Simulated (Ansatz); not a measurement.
Computed with Ansatz on PBE0-D4/def2-TZVP structures; ΔE is electronic, products minus reactants. CBS: MP2 limit from def2 TZ/QZ plus the TZ coupled-cluster correction, frozen cores. This one scheme is used for every species. Functionals use def2-TZVPP. Each species was taken in one conformer, which may not be the lowest.

`C[CH2][Al]([CH3])[SH]` + H₂S → `[CH3][Al]([SH])[SH]` + `CC`  (ligand exchange at the Al–C bond)

| level | ΔE (kJ/mol) |
| --- | --- |
| PBE0 | -131.1 |
| CCSD/def2-TZVPP | -127.6 |
| CCSD(T)/def2-TZVPP | -126.9 |
| CCSD/CBS(def2) | -129.0 |

**Question.** What does CCSD(T)/CBS give? (Best estimate.)

**Answer.** Ansatz gave: -128.2 kJ/mol. The listed levels differ from it by -2.9, 0.6, 1.3, -0.8 kJ/mol.

Largest T1 diagnostic among the species: 0.011.

In def2-TZVPP, CCSD(T) changes the Hartree–Fock value by +13.0 kJ/mol (the triples alone add +0.8 kJ/mol) and MP2 by +9.2 kJ/mol. The D4 term adds +3.1 kJ/mol with B3LYP and +2.0 kJ/mol with PBE0; it sums over pairs of atoms, weighted by their polarisabilities, and B3LYP, whose exchange is more repulsive, gets the larger term.

B3LYP here is the variant with VWN-RPA as its local correlation; programs differ in this.

CCSD(T)/CBS has its own doubt, a few kJ/mol and more with outer-core shells, so smaller differences from it don't rank the levels.
